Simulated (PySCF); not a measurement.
Gas-phase reaction: 3 ICl + 4 B → BI3 + 3 BCl

Computed with PySCF (xtb for GFN2) and rigid-rotor harmonic-oscillator thermochemistry at 1 bar. † marks an energy on the PBE0/def2-TZVP geometry and frequencies; other levels use their own. CCSD(T) freezes the core. Open shells (unrestricted): B (multiplicity 2, electronic degeneracy 6); the rest are closed-shell singlets. GFN2 has no spin-polarisation term. Spin-orbit splitting is ignored; it lowers the true energy and changes the entropy of B. I: scalar-relativistic def2 core potential, no spin-orbit coupling. CCSD(T) isn't extrapolated to the basis-set limit; its ΔH°(298 K) is -1849.1 kJ in def2-SVP and -1780.3 kJ in def2-TZVPP. The harmonic model lacks anharmonicity and excited electronic states, which grow with temperature; levels with a mode under 35 cm⁻¹ are left out. Soft modes under 120 cm⁻¹ make the harmonic entropy rough for BI3.

```json
[
 {"level": "BLYP/def2-TZVP†", "ΔE electronic, kJ": "-1733", "ΔH°(298 K), kJ": "-1722", "ΔS°(298 K), J/K": "-366", "ΔG°(600 K), kJ": "-1500"},
 {"level": "CCSD(T)/def2-SVP†", "ΔE electronic, kJ": "-1860", "ΔH°(298 K), kJ": "-1849", "ΔS°(298 K), J/K": "-366", "ΔG°(600 K), kJ": "-1627"},
 {"level": "GFN2-xTB", "ΔE electronic, kJ": "-2499", "ΔH°(298 K), kJ": "-2483", "ΔS°(298 K), J/K": "-374", "ΔG°(600 K), kJ": "-2256"},
 {"level": "M06-2X/def2-TZVP†", "ΔE electronic, kJ": "-1818", "ΔH°(298 K), kJ": "-1807", "ΔS°(298 K), J/K": "-366", "ΔG°(600 K), kJ": "-1585"},
 {"level": "PBE/def2-SVP", "ΔE electronic, kJ": "-1919", "ΔH°(298 K), kJ": "-1908", "ΔS°(298 K), J/K": "-368", "ΔG°(600 K), kJ": "-1685"},
 {"level": "PBE/def2-TZVP†", "ΔE electronic, kJ": "-1839", "ΔH°(298 K), kJ": "-1828", "ΔS°(298 K), J/K": "-366", "ΔG°(600 K), kJ": "-1606"},
 {"level": "PBE0/def2-SVP†", "ΔE electronic, kJ": "-1902", "ΔH°(298 K), kJ": "-1891", "ΔS°(298 K), J/K": "-366", "ΔG°(600 K), kJ": "-1669"},
 {"level": "r2SCAN/def2-TZVP†", "ΔE electronic, kJ": "-1829", "ΔH°(298 K), kJ": "-1817", "ΔS°(298 K), J/K": "-366", "ΔG°(600 K), kJ": "-1596"},
 {"level": "ωB97M-V/def2-TZVP†", "ΔE electronic, kJ": "-1827", "ΔH°(298 K), kJ": "-1816", "ΔS°(298 K), J/K": "-366", "ΔG°(600 K), kJ": "-1594"}
]
```
ΔH° is lowest at GFN2-xTB and highest at BLYP/def2-TZVP†. No reference value is set beside these.
